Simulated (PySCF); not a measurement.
Mo(NH)(S)(Cl)(NH2) (ClH3MoN2S), SMILES [NH]=[Mo]([NH2])(=[S])[Cl], multiplicity 1.

Geometry optimised at B3LYP-D3(BJ)/def2-SVP. The spin state was assumed, not searched. The structure was generated by enumeration; whether it is a known compound was not checked. The def2 effective core potentials stand for the cores of Mo; spin–orbit coupling is left out. One conformer was computed; it need not be the lowest.

Two levels are set side by side: TDA-PBE/def2-SVPD (PySCF) and TDA-CAM-B3LYP/def2-SVPD (PySCF). Vertical, same geometry. The lowest singlet is HOMO→LUMO 84 % with PBE and HOMO→LUMO 76 %, HOMO−1→LUMO 12 % with the other functional; states are paired by order. Differences are taken from unrounded values.

```csv
quantity,TDA-CAM-B3LYP
lowest singlet excitation (eV),3.12
lowest triplet excitation (TDA) (eV),2.66
```

Q: What does TDA-PBE give, and how far is it from TDA-CAM-B3LYP? (Estimate from the structure and the level; the computed values follow.)

A: 
```csv
quantity,TDA-PBE,TDA-PBE minus TDA-CAM-B3LYP
lowest singlet excitation (eV),3.14,0.02
lowest triplet excitation (TDA) (eV),2.74,0.08
```

Rough cost on one machine, each run with all the roots and properties that it gave: TDA-CAM-B3LYP against TDA-PBE about 4 times.
